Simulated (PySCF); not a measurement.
A structure optimised at PBE-D3(BJ)/def2-SVP, used in a PySCF frequency run:

```xyz
11

Cl     1.8817    -0.0263    -0.9478
Si     0.4768    -0.0884     0.5819
C     -0.8933    -1.3610     0.2833
C     -2.0444    -0.4341    -0.0532
C     -1.7865     0.8864     0.0862
O     -0.5365     1.2942     0.5037
H      1.2241    -0.0805     1.8735
H     -1.0904    -1.9756     1.1905
H     -0.6458    -2.0685    -0.5361
H     -3.0243    -0.8031    -0.3889
H     -2.4893     1.7127    -0.1012
```
Charge 0, spin multiplicity 1.

Problem. Write its SMILES and formula.

Solution. Cl[Si@@H]1CC=CO1, C₃H₅ClOSi

Problem. What are its rotational constants (standard atomic weights)?

Solution. 4.6978, 1.6602, 1.4761 GHz
